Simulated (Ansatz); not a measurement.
Molecule: sum formula SnOCl₂, charge -1, multiplicity 2. 
Structure (B3LYP-D3(BJ)/def2-TZVP (Ansatz, an electronic-structure program) minimum search):
```
Sn
O 1 1.9218
Cl 1 2.5005 2 109.72
Cl 1 2.5005 2 109.72 3 -106.22
```
Charge -1, spin multiplicity 2.

Basis-set convergence of Hartree-Fock and MP2 correlation energies (hartree) with Ansatz. Cores are frozen in the correlated levels unless marked. UHF or UKS for open shells. No spin-orbit coupling. The frozen core is the preceding noble-gas configuration, with the filled d and f shells of earlier blocks. In def2 rows, elements after Kr have scalar-relativistic effective core potentials. This anion needs diffuse functions, which these sets lack.

The T1 diagnostic of CCSD in the largest basis is 0.072, which is high, so the coupled-cluster rows are less sure than usual.

| basis | functions | E(HF) | E(corr, MP2) |
|---|---|---|---|
| def2-SVP | 76 | -1206.97972 | -0.47697 |
| def2-TZVPP | 165 | -1207.41367 | -0.66612 |
| def2-QZVPP | 279 | (withheld) | (withheld) |

Q: Fill in the missing entries.

A: 
- def2-QZVPP, E(HF): -1207.44719
- def2-QZVPP, E(corr, MP2): -0.73480
